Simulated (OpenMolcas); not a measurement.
## As²⁺: the spin-orbit constant, worked from levels

```
Program             : OpenMolcas 26.06
Basis               : ANO-RCC-VTZP [6s5p3d1f]
Scalar Hamiltonian  : DKH2, point nucleus
Active space        : 3 electrons in 9 orbitals (RAS2 4s 4p; RAS3 4d, at most 2 electrons)
State averaging     : 2S+1 = 4 odd, 1 root; 2S+1 = 2 odd, 11 roots; 2S+1 = 4 even, 3 roots; 2S+1 = 2 even, 9 roots
Spin-orbit coupling : state interaction with AMFI integrals over the reference wave functions, term energies averaged over their components
```

Methods: RASSCF; MS-RASPT2, IPEA 0.25 Eh, imaginary shift 0.1 Eh (closed shells correlated: 3d). Measured levels: Moore, Atomic Energy Levels, vol. II, NSRDS-NBS 35 (1971 reprint of NBS Circular 467, 1952).

**The spin-orbit constant.** For the Hund term 2P* of p1, E(J) = (A/2) J(J+1) + constant and ζ = 2S·A = A. From J = 1/2 to J = 3/2 the energy changes by 1.5 A.

| Source | E(3/2) - E(1/2) | A | ζ |
| --- | --- | --- | --- |
| RASSCF | 2641.2 | 1760.8 | 1761 |
| MS-RASPT2 | 2651.2 | 1767.5 | 1767 |
| measured | 2940.0 | 1960.0 | 1960 |

All in cm-1. MS-RASPT2 is off by -9.8 % and RASSCF by -10.2 %. Both methods take the spin-orbit matrix elements from the reference wave functions, so the second can move ζ only through the term energies and any multistate remixing.

Active for correlation alone: 4d; no level in the range computed is led by a configuration that fills it, so any true level of that kind is missing. Computed and measured levels are paired by configuration, term and J; levels that our copy of the source lacks, or whose pairing is in doubt (as where it misses far off the trend of its configuration), stay unpaired and out of the deviations. Only configurations of the active space appear.

* marks odd parity.
